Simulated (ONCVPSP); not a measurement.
# K (Z = 19), ONCV: configuration errors across variants

potassium, optimised norm-conserving Vanderbilt (ONCV), made with ONCVPSP 4.0.1 (PBEsol, scalar-relativistic). Core [Ne], reference 3s2 3p6 4p1. Waves: 3s: rc 2.05 bohr, ncon 4, nbas 9, qcut 7.4 1/bohr, 2 projectors, debl 3.9 Ha; 3p+4p: rc 2.60 bohr, ncon 4, nbas 7, qcut 5.7 1/bohr, 3 projectors, debl 1.6 Ha; d scattering state at 0.04 Ha: rc 2.20 bohr, ncon 5, nbas 8, qcut 4.9 1/bohr, 2 projectors, debl 3.4 Ha. Local part: polynomial inside 1.45 bohr (lpopt 5, dvloc0 0 Ha). Core correction: polynomial model core, fcfact 0.3.

All-electron excitation energies from the reference (eV): (1) 3s2 3p6 4s1 4p0 -1.518; (2) 3s2 3p6 4p0 2.700; (3) 3s2 3p6 4s0.5 4p0 0.103; (4) 3s2 3p5 4s1 4p0 23.379.

1 further variants failed, have other tests or too few solved ones, and are left out.

Errors AE − PS in meV (a dash: test not solved or not reliable):

| change | (1) | (2) | (3) | (4) | bound ghosts | GHOST(+) flags above zero |
| --- | --- | --- | --- | --- | --- | --- |
| base | +1.5 | -0.1 | +1.0 | +44 | none | none |
| s: rc 1.46 | +0.2 | -0.1 | +0.1 | +33 | none | none |
| s: rc 1.7 | +0.4 | -0.1 | +0.3 | +36 | none | none |
| s: rc 1.88 | +0.6 | -0.1 | +0.4 | +39 | none | none |
| s: rc 2.06 | +1.5 | -0.1 | +1.1 | +44 | none | none |
| s: rc 2.28 | +3.2 | -0.1 | +2.2 | +52 | none | none |
| s: rc 2.92 | 0.0 | -0.1 | 0.0 | +39 | none | s |

**Question.** Give the same row for: s: rc 2.48.

**Answer.** +4.4, -0.1, +3.0, +57; bound ghosts: none; GHOST(+) flags above zero: none.
